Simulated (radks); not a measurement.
The numbers below are computed, except where a source is named.
Species: P+. Configuration: [Ne] 3s2 3p2. Code: a radial shooting solver on a logarithmic mesh with Libxc functionals. Model: scalar-relativistic Kohn-Sham, PBEsol, spin-polarised, spherical densities, finite nucleus; open shells are filled with parallel spins first; Fermi nuclear charge, rms radius 3.1889 fm.

Normalised radial functions P(r) = r R(r), r in bohr:

```
   r/bohr * 3p down (the largest magnitude, 0.709, reaches the edge; | marks zero)
  0.01134                             *
  0.01454                             *
  0.01848                             *
  0.02368                             |*
   0.0301                             |*
  0.03858                             |*
  0.04943                             | *
  0.06284                             |  *
  0.08053                             |   *
   0.1024                             |     *
   0.1312                             |       *
   0.1681                             |         *
   0.2137                             |          *
   0.2739                             |           *
   0.3482                             |           *
   0.4461                             |        *
   0.5717                             |  *
   0.7268                         *   |
   0.9314                *            |
    1.184        *                    |
    1.517  *                          |
    1.944  *                          |
    2.472      *                      |
    3.167             *               |
    4.026                    *        |
     5.16                         *   |
    6.612                            *|
```

3p down (empty): eigenvalue -12.825 eV, 1 radial node at r = 0.637 bohr, <r> = 2.16 bohr, 90 % of the charge inside 3.36 bohr.
